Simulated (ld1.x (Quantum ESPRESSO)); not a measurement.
# What one change does to a pseudopotential (P (Z = 15), TM)

P (Z = 15), norm-conserving Troullier–Martins (Kleinman–Bylander form), made with ld1.x (Quantum ESPRESSO) 7.5 (LDA (PZ), scalar-relativistic). Core [Ne], reference 3s2 3p3. Waves: 3s (bound): rc 1.50 bohr; 3p (bound): rc 1.80 bohr; 3d channel at 0.35 Ry: rc 1.75 bohr. Local part: all-electron potential smoothed inside 1.35 bohr (lloc = -2). Core correction: Bessel-smoothed model core inside 1.45 bohr.

Change: non-relativistic.

Cutoffs: the cutoffs (Ry, on a coarse ladder) from which the occupation-weighted sum of valence levels, in a spherical-Bessel basis at the reference potential, stays within 10 and 1 mRy of its value at 400 Ry; they do not see the model core or the augmentation charge, which bear on the density cutoff. Errors are all-electron minus pseudo energies relative to the spin-unpolarised reference configuration.

Problem. What does the change do?

Solution. The potential gets neither clearly harder nor softer (21 Ry and 50 Ry → 21 Ry and 50 Ry); of the 9 tests that both files solve, the error grows in 3 and shrinks in 0 by more than 15 % and 0.3 meV (median size 7.0 → 7.9 meV); neither file shows a bound ghost.

| quantity | base | changed |
| --- | --- | --- |
| cutoff, loose | 21 Ry | 21 Ry |
| cutoff, tight | 50 Ry | 50 Ry |
| bound ghosts | none | none |
| error for 3s2 3p2, meV [ΔE 9.82 → 9.83 eV] | +3.8 | +4.4 |
| error for 3s2 3p1, meV [ΔE 29.07 → 29.09 eV] | +28 | +30 |
| error for 3s2 3p0, meV [ΔE 58.96 → 59.00 eV] | +100 | +104 |
| error for 3s1 3p3, meV [ΔE 18.89 → 18.81 eV] | +7.0 | +7.9 |
| error for 3s2 3p3.3, meV [ΔE -1.34 eV] | +0.2 | +0.1 |
| error for 3s2 3p2.5, meV [ΔE 3.82 → 3.83 eV] | +0.5 | +0.8 |
| error for 3s0 3p5, meV [ΔE 17.14 → 16.95 eV] | +0.3 | +1.0 |
| error for 3s2 3p3 (spin-polarised), meV [ΔE -1.51 eV] | +35 | +35 |
| error for 3s2 3p2 (spin-polarised), meV [ΔE 8.98 → 8.99 eV] | +26 | +27 |
| s: phases at 1.96 bohr within 0.05 rad from the reference energy up to (Ry; the scan ends near 5) | 2.7 | 2.7 |
| p: phases at 1.96 bohr within 0.05 rad from the reference energy up to (Ry; the scan ends near 5) | 4.2 | 4.2 |
| d: phases at 1.96 bohr within 0.05 rad from the reference energy up to (Ry; the scan ends near 5) | to the end of the scan | to the end of the scan |
